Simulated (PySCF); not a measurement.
State search for LiSe

Unrestricted PBE0; basis Li def2-SVPD, Se def2-SVPD; no relativity; PySCF 2.14. Outer shells of the fragments: Li 2s1; Se 3d10 4s2 4p4.

Followed along the bond (rough minima from three points):

```
2Ms+1   unpaired  ⟨S²⟩ at the start  R at minimum (Å)  Te (eV)
    2        π ↑               0.75              2.29     0.00
    2        σ ↑               0.75              2.21     0.74
    4  σ ↑, π ↑↑               3.75  none in the scan   ≤ 2.91
```

Solutions found at the starting distance of 2.400 Å, counted from the lowest of them; the search is not exhaustive and high or unbound solutions are not listed, so other states can lie among these:

```csv
2Ms+1,unpaired,term,E (eV),⟨S²⟩,⟨Lz²⟩,μ (D)
2,π ↑,²Π,0.00,0.75,1.01,-7.49
2,σ ↑,²Σ⁺,0.79,0.75,0.00,-7.49
4,"σ ↑, π ↑↑",⁴Σ⁻,2.98,3.75,0.00,4.06
2,"σ ↓, π ↑↑",mixed,3.03,1.75,0.00,4.52
2,"σ ↑, π ↑↓",mixed,3.42,1.76,2.01,4.27
4,"σ ↑↑, π ↑",⁴Π,3.59,3.75,1.01,4.13
4,π ↑↑↑,⁴Π,4.12,3.75,1.00,1.93
4,"σ ↑, π ↑↑",mixed,4.69,3.75,2.01,1.51
4,"σ ↑, π ↑↑",mixed,4.83,3.75,2.01,1.83
```

A term symbol is given only where ⟨S²⟩ and ⟨Lz²⟩ are close to those of a pure state; real π, δ and φ orbitals otherwise mix terms. A positive dipole means Li(−)Se(+).

Q: Compare the gap between the two lowest followed solutions at the starting distance with the gap between their minima.

A: At PBE0 the second solution (doublet, unpaired electrons σ ↑) lies +0.79 eV from the first (doublet, unpaired electrons π ↑) at 2.400 Å and +0.74 eV at the minima; the two curves relax by different amounts, since their minima lie near 2.21 and 2.29 Å.

Spin–orbit coupling is left out. Counting both spins, an empty level lies below a filled one in some of these solutions, because spin and occupation are held.
